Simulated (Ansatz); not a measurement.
Ideal-gas functions of `[CH3][Sn]([OH])[F]` radical at 800 K and 1 bar, from an Ansatz frequency run at PBE0-D4/def2-TZVP.

Molar mass 169.75 g/mol, point group C1 (symmetry number 1), electronic degeneracy 2, moments of inertia 110.803, 124.223, 180.265 u Å². Harmonic wavenumbers (cm⁻¹, unscaled): 35, 120, 140, 158, 257, 465, 581, 607, 711, 737, 802, 1148, 1428, 1440, 3072, 3185, 3201, 3877.

Use S(trans) = R[1.5 ln M + 2.5 ln T − 1.1517]; rotational temperatures θ = 24.2544 K / I; S(rot) = R[ln(√π/σ · √(T³/θAθBθC)) + 1.5]; for each mode x = 1.438777 ν̃/T, S = R[x/(eˣ − 1) − ln(1 − e⁻ˣ)] and H = RT x/(eˣ − 1); 1 cm⁻¹ = 0.0119627 kJ/mol; R = 8.31446 J/(mol·K).

**Question.** By hand: the entropy, in J/(mol·K).

**Answer.** Translation 193.4. Rotation: θ = 0.2189, 0.1952, 0.1345 K, giving 122.0. Vibration, mode by mode: 31.31, 21.08, 19.80, 18.80, 14.80, 10.04, 8.32, 7.99, 6.81, 6.55, 5.95, 3.62, 2.44, 2.40, 0.22, 0.18, 0.18, 0.06, in all 160.6. Electronic 5.8. Sum 481.8 J/(mol·K).

**Question.** By hand: H − E and G − E in kJ/mol, counted from the electronic energy.

**Answer.** Zero-point energy ½ × 21964 × 0.0119627 = 131.4; thermal vibration 55.6; translation, rotation and pV give 4 RT = 26.6. H − E = 213.6 kJ/mol, and G − E = 213.6 − 800 × 481.8/1000 = -171.8 kJ/mol.

Vibration gives 33 % of the entropy, 72.2 J/(mol·K) of it from the modes under 150 cm⁻¹: soft modes count most, and the harmonic formula is weakest for them. The sum counts one conformer and one mirror image; others add a mixing term.
